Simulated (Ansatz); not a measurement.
ReO₃⁺ was relaxed with r2SCAN-D4 (def2-TZVP) in Ansatz in these states: charge +1 quintet, charge +1 triplet. The geometries follow in no particular order.

In the def2 sets Re takes a core potential; there is no spin–orbit coupling.

A:

```xyz
4

Re   -0.4675   -0.3382   -0.3653
O    -1.9533    0.3125   -0.7312
O     1.4578    0.2667   -0.0037
O     0.9629   -0.2410    1.1002
```

B:

```csv
atom,x (Å),y (Å),z (Å)
Re1,0.6844,-0.1288,-0.1557
O2,1.4085,1.0571,0.7631
O3,-1.0075,-0.9005,0.2289
O4,-1.0855,-0.0277,-0.8363
```

**Question.** Judge from the bond lengths which geometry belongs to which state (an estimate).

**Answer.** A is the charge +1 quintet (Re1–O4 2.050 Å, Re1–O3 2.050 Å, O3–O4 1.312 Å); B is the charge +1 triplet (Re1–O4 1.899 Å, Re1–O3 1.899 Å, O3–O4 1.379 Å).

At r2SCAN-D4/def2-TZVP the charge 1 triplet is spin-contaminated (final ⟨S²⟩ up to 2.26, 2.00 for a pure state). At PBE0-D4/def2-TZVP a triplet lies 0.25 eV below the charge +1 quintet. These are the stationary points nearest to one start from a short search; other shapes may lie lower in each state.
